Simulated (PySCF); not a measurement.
Predicted microwave data (PySCF 2.14.0, PBE0-D3(BJ)/def2-SVP geometry optimisation, gas phase, def2 core potentials past Kr) for one isomer of C4H3IO:

```
Rotational constants : A = 9387, B = 952.6, C = 864.9 MHz
Dipole components    : |μa| = 0.77 D, |μb| = 0.37 D, |μc| = 0.00 D
Inertial defect      : 0.00 u·Å²
κ                    : -0.98
```

Question: Which candidate fits, each taken in the one conformer that was computed?
A. `Ic1ccoc1`
B. `Ic1ccco1`

Answer: A. It is Ic1ccoc1, a near-prolate asymmetric top, point group Cs. The candidates at the same level (rigid rotor, commonest isotopes):

| SMILES | A (MHz) | B (MHz) | C (MHz) | μa (D) | μb (D) | μc (D) | Δ (u·Å²) | point group | rotor |
| --- | --- | --- | --- | --- | --- | --- | --- | --- | --- |
| Ic1ccoc1 | 9387 | 952.6 | 864.9 | 0.77 | 0.37 | 0.00 | 0.00 | Cs | near-prolate asymmetric top |
| Ic1ccco1 | 9307 | 1007 | 908.8 | 1.08 | 0.57 | 0.00 | 0.00 | Cs | near-prolate asymmetric top |

`Ic1ccco1` has B 6 % too high. In the right answer the mirror of this Cs structure is the ab plane, so μc vanishes by symmetry. No structure here is proved a minimum.
